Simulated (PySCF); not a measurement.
Se(NH2)(OSiH3) (H₅NOSeSi), SMILES N[Se]O[SiH3].

Geometry optimised at B3LYP-D3(BJ)/def2-SVP. The structure was generated by enumeration, and PubChem lists no compound with its InChIKey, so it may never have been made. One conformer was computed; it need not be the lowest.

Calculation: PySCF with HF/def2-TZVP.

Computed frontier levels, gap, dipole moment and polarisability:
```
Item                                                                                                            Value
---------------------------------------------------------------------------------------------  ----------------------
highest occupied level                                                                                       -9.46 eV
lowest empty level                                                                                            2.66 eV
orbital gap                                                                                                  12.12 eV
dipole moment                                                                                                  1.70 D
quadrupole, principal values (traceless, Buckingham form, about the centre of nuclear charge)  -5.46, -0.53, 5.99 D·Å
mean static polarisability                                                                       58.6 bohr³ (8.69 Å³)
polarisability, principal values                                                               48.2, 56.5, 71.1 bohr³
```
